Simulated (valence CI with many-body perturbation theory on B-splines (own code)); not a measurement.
## Questions on Yb²⁸⁺

Computed by valence CI with perturbative core correlation (CI+MBPT): six valence electrons over a frozen Dirac-Fock core [Kr], a basis of 7 s, 7 p, 8 d, 6 f, 4 g, 1 h functions for each j, with the one-electron correlation potential Σ1 (screened to all orders), the two-electron term Σ2, the three-electron term Σ3, Breit, model QED; selected single and double excitations, second order for the rest, scaled by the run's own slope (own B-spline code, finite nucleus).

No measured spectrum was set against this ion. As an estimate, large intervals hold to a few tenths of a per cent, small ones and those within an open d or f shell to about a per cent. Core correlation moves these levels by up to 8200 cm⁻¹, and in measured spectra 5 to 20 % of such shifts remained as error; rates that hang on mixing are uncertain with them. Among the levels kept, up to 780 cm⁻¹ of a level comes from second order outside the variational space, and about a tenth of that is noise between levels of different J, which matters for small intervals. Only levels of the ground parity were solved; by the run's estimate the other parity begins above the list, which can be wrong where configurations are misplaced.

Levels are named by their leading jj configuration (3d3/2^4 stands for four electrons in 3d with j = 3/2), which in mixed levels can hold well under half, so a name can repeat and another be missing.

Rates and lifetimes use the calculated energies. Strong lines usually hold to 10 to 20 %, long lifetimes can be off by a factor of two.

(1) What is the ground level?

(2) How well does LS coupling describe the low levels?

(3) What is the ionisation energy?

(4) Name the longest-lived excited levels whose lifetime is computed, and their main decay.

Results:

(1) (4d3/2^4 4d5/2^2) J=4, composition 43 % 4d⁶ ⁵D + 36 % 4d⁶ ³F + 9 % 4d⁶ ¹G, g = 1.303.

(2) Among the lowest 20 levels the leading LS term, summed over configurations, holds 49 % on average. For single configurations the figures are 49 % in LS and 89 % in jj coupling. Terms mix most in the J = 3 level at 25.782 eV, where the leading one holds 30 %.

(3) 1067.1 eV; NIST lists 1065 ± 4 eV (theoretical).

(4) (4d3/2^4 4d5/2^2) J=2 at 2.378 eV lives 429 s, mostly by E2 to (4d3/2^4 4d5/2^2) J=4; (4d3/2^4 4d5/2^2) J=0 at 7.245 eV lives 3.74 s, mostly by E2 to (4d3/2^4 4d5/2^2) J=2; (4d3/2^3 4d5/2^3) J=6 at 13.943 eV lives 3.73 s, mostly by E2 to (4d3/2^4 4d5/2^2) J=4.
